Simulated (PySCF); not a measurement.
**`C(F)=C=C(F)C(F)(F)F`, C₄HF₅**

Geometry:
| atom | x (Å) | y (Å) | z (Å) |
| --- | --- | --- | --- |
| F1 | 2.971 | 0.543 | -0.436 |
| C2 | 2.031 | 0.363 | 0.477 |
| C3 | 0.873 | -0.189 | 0.223 |
| C4 | -0.316 | -0.687 | 0.013 |
| F5 | -0.612 | -1.976 | 0.120 |
| C6 | -1.529 | 0.125 | -0.382 |
| F7 | -1.230 | 1.412 | -0.484 |
| F8 | -2.493 | -0.016 | 0.526 |
| F9 | -2.008 | -0.295 | -1.550 |
| H10 | 2.322 | 0.722 | 1.471 |

The calculation used TDDFT CAM-B3LYP/aug-cc-pVDZ circular dichroism and optical rotation, one conformer, gas phase in PySCF 2.14.0. Geometry: PBE0-D3(BJ)/def2-SVP.

No stereocentre is labelled: unless the shape is locked (an allene, a helicene, a hindered biaryl), the mirror image is equally populated and a measured rotation or CD is zero.

Problem. Draw the ECD and absorption spectra from the lowest 12 states, each a Gaussian of half-width 0.35 eV at 1/e height.

Solution. 
| E (eV) | λ (nm) | Δε (L mol⁻¹ cm⁻¹) | ε (L mol⁻¹ cm⁻¹) |
| --- | --- | --- | --- |
| 4.94 | 251 | -0.13 | 6.35 |
| 5.04 | 246 | -0.27 | 13.3 |
| 5.14 | 241 | -0.50 | 23.8 |
| 5.24 | 237 | -0.79 | 36.6 |
| 5.34 | 232 | -1.12 | 48.6 |
| 5.44 | 228 | -1.44 | 56.7 |
| 5.54 | 224 | -1.75 | 59.4 |
| 5.64 | 220 | -2.01 | 57.5 |
| 5.74 | 216 | -2.17 | 52.5 |
| 5.84 | 212 | -2.15 | 45.6 |
| 5.94 | 209 | -1.90 | 37.3 |
| 6.04 | 205 | -1.47 | 29.1 |
| 6.14 | 202 | -0.97 | 24.8 |
| 6.24 | 199 | -0.52 | 31.2 |
| 6.34 | 196 | -0.17 | 57.2 |
| 6.44 | 193 | +0.11 | 111 |
| 6.54 | 190 | +0.36 | 196 |
| 6.64 | 187 | +0.58 | 302 |
| 6.74 | 184 | +0.75 | 424 |
| 6.84 | 181 | +0.81 | 615 |
| 6.94 | 179 | +0.73 | 1090 |
| 7.04 | 176 | +0.54 | 2360 |
| 7.14 | 174 | +0.29 | 5260 |
| 7.24 | 171 | +0.06 | 10700 |
| 7.34 | 169 | -0.08 | 19200 |
| 7.44 | 167 | -0.09 | 29500 |
| 7.54 | 164 | 0.00 | 39400 |
| 7.64 | 162 | +0.09 | 45600 |
| 7.74 | 160 | +0.03 | 46300 |
| 7.84 | 158 | -0.24 | 41600 |
| 7.94 | 156 | -0.58 | 33500 |
| 8.04 | 154 | -0.71 | 24500 |
| 8.14 | 152 | -0.40 | 16500 |
| 8.24 | 150 | +0.34 | 10200 |
| 8.34 | 149 | +1.28 | 6060 |
| 8.44 | 147 | +2.12 | 3700 |
| 8.54 | 145 | +2.74 | 2710 |
| 8.64 | 143 | +3.30 | 2580 |
| 8.74 | 142 | +4.11 | 2830 |
| 8.84 | 140 | +5.25 | 3120 |

Δε uses R in velocity form, ε uses f in length form. Only the states computed contribute, so the short-wavelength end is incomplete.
